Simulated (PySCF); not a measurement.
B3LYP has the VWN-RPA correlation part, as in Gaussian. 

Cartesian coordinates (Å):
```xyz
7

C     -1.1675    -0.2489    -0.0744
Si     0.3440     0.3638     0.3736
O      1.7966     0.0345    -0.3078
H     -2.0467     0.0636     0.4751
H     -1.3386    -0.9449    -0.8841
H      0.5876     1.3072     1.4687
H      1.8245    -0.5752    -1.0510
```
Charge 0, spin multiplicity 1.

Task: Estimate the HOMO, HOMO–LUMO gap and total energy that B3LYP-D3(BJ)/def2-TZVP (PySCF 2.14.0) returns for this input.

Result: 
```yaml
HOMO: -5.98 eV
HOMO–LUMO gap: 5.49 eV
total_energy: -11029.02 eV
```
